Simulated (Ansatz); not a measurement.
`[SiH3]N[SiH2]S` + `C=NC(C)=N` → `C=N[SiH2]N[SiH3]` + `CC(=N)S`  (formal exchange of groups at the Si–S bond)

Calculated with Ansatz (gas phase, PBE0-D4/def2-TZVP geometries, no zero-point term in ΔE). CBS: MP2 limit from def2 TZ/QZ plus the TZ coupled-cluster correction, frozen cores. DFT in def2-TZVPP. Each species was taken in one conformer, which may not be the lowest.

| species | B2PLYP energy (Eh) |
| --- | --- |
| `[SiH3]N[SiH2]S` | -1035.85582 |
| `C=NC(C)=N` | -227.29406 |
| `C=N[SiH2]N[SiH3]` | -731.16291 |
| `CC(=N)S` | -531.97651 |

**Question.** Work out ΔE.

**Answer.** ΔE = (-731.16291) + (-531.97651) − (-1035.85582) − (-227.29406) = 0.01046 Eh = +27.5 kJ/mol. CCSD(T)/CBS gives +28.9 kJ/mol.

Largest T1 diagnostic among the species: 0.013.
